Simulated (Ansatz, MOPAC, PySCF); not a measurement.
System: Cl2Si, singlet: symmetric bend, bond length relaxed. Scanned: Cl-Si-Cl angle. Other coordinates (Si-Cl bond length) were minimised at PBE0/def2-TZVP.

RKS-B3LYP/6-31G* = restricted B3LYP/6-31G*, spherical d (PySCF); PM7, restricted, heats of formation (MOPAC); RKS-PBE/cc-pVTZ = restricted PBE/cc-pVTZ (Ansatz, an electronic-structure program).

Energies in kJ/mol, each method relative to its own lowest point.

```tsv
a / °	RKS-B3LYP/6-31G*	PM7	RKS-PBE/cc-pVTZ
180	163.3	(withheld)	154.5
170	156.6	61.7	148.1
160	138.1	(withheld)	130.6
150	111.1	(withheld)	105.3
140	79.9	27.8	76.1
130	49.0	21.1	47.2
120	22.3	14.2	22.2
110	4.4	1.8	5.0
100	0.0	0.0	0.0
90	16.2	12.4	13.7
80	64.6	(withheld)	(withheld)
```

Problem. What belongs in the gaps?

Solution. 
- 180, PM7: 65.7
- 160, PM7: 50.9
- 150, PM7: 37.9
- 80, PM7: 46.0
- 80, RKS-PBE/cc-pVTZ: 57.0
